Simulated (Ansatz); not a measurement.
Start from `F[CH2][AlH][I]` and change one atom or group to get `F[CH2][AlH][O][SiH3]`.

Ansatz, PBE0-D4/def2-TZVP geometries, multiplicity 1. Each molecule was computed in one conformer, which needn't be the lowest.

Elements past krypton have def2 core potentials.

| property | `F[CH2][AlH][I]` |
| --- | --- |
| size of the dipole moment (ωB97M-V/def2-TZVPP) / D | 2.22 |
| HOMO–LUMO gap (B3LYP/def2-TZVPP) / eV | 5.55 |
| LUMO energy (PBE0/def2-TZVPP) / eV | -1.67 |
| size of the dipole moment (B3LYP/def2-TZVPP) / D | 2.13 |
| LUMO energy (PBE/def2-TZVPP) / eV | -2.40 |
| HOMO energy (B3LYP/def2-TZVPP) / eV | -7.41 |

(1) What does the change do to each property? (Estimate.)

## Answers

(1) Computed: 
```json
{"property": "size of the dipole moment (ωB97M-V/def2-TZVPP) / D", "`F[CH2][AlH][O][SiH3]`": "1.86", "shift": "-0.36"}
{"property": "HOMO–LUMO gap (B3LYP/def2-TZVPP) / eV", "`F[CH2][AlH][O][SiH3]`": "6.44", "shift": "0.89"}
{"property": "LUMO energy (PBE0/def2-TZVPP) / eV", "`F[CH2][AlH][O][SiH3]`": "-0.98", "shift": "0.69"}
{"property": "size of the dipole moment (B3LYP/def2-TZVPP) / D", "`F[CH2][AlH][O][SiH3]`": "1.85", "shift": "-0.28"}
{"property": "LUMO energy (PBE/def2-TZVPP) / eV", "`F[CH2][AlH][O][SiH3]`": "-1.76", "shift": "0.64"}
{"property": "HOMO energy (B3LYP/def2-TZVPP) / eV", "`F[CH2][AlH][O][SiH3]`": "-7.66", "shift": "-0.25"}
```

With PBE0 the HOMO falls by 0.22 eV and the LUMO rises by 0.69 eV, so the gap widens by about 0.91 eV. PBE moves the HOMO by 0.01 eV and ωB97M-V by -0.36 eV. Dipoles are sizes alone; their direction can turn.

B3LYP here is the variant with VWN-RPA as its local correlation; programs differ in this.

Spin–orbit coupling is left out; it splits and shifts lone-pair levels of the heavy atoms by tenths of an eV.
